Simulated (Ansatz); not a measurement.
C2H5ClSi2 (`[SiH3]C#C[SiH2]Cl`), relaxed with RKS PBE-D4/def2-SVP in Ansatz 0.2.0 from a rough embedded geometry. The force threshold is 0.03 eV/Å; the program also tests the step.

The species carries charge 0 and has multiplicity 1.

Start:

```xyz
10

Si    2.202   -1.217    0.079
C     0.529   -0.356    0.002
C    -0.523    0.204   -0.035
Si   -2.228    1.109    0.039
Cl   -1.876    3.087   -0.367
H     2.266   -2.171   -1.115
H     3.271   -0.208   -0.108
H     2.358   -1.919    1.313
H    -2.918    0.926    1.290
H    -3.082    0.545   -1.099
```

```csv
step,energy (eV),largest force (eV/Å),largest move (Å)
1,-30406.0735,5.319,0.000
2,-30406.3864,0.696,0.086
3,-30406.4163,0.119,0.037
4,-30406.4170,0.027,0.015
```

End:

```xyz
10

Si    2.166   -1.201    0.037
C     0.528   -0.361    0.004
C    -0.566    0.215   -0.024
Si   -2.182    1.079   -0.018
Cl   -1.888    3.110   -0.357
H     2.252   -2.176   -1.102
H     3.249   -0.169   -0.098
H     2.324   -1.932    1.340
H    -2.830    0.906    1.322
H    -3.054    0.529   -1.104
```

Run time 8 s (2 threads of a server CPU on a shared host); peak host memory 0.17 GiB.
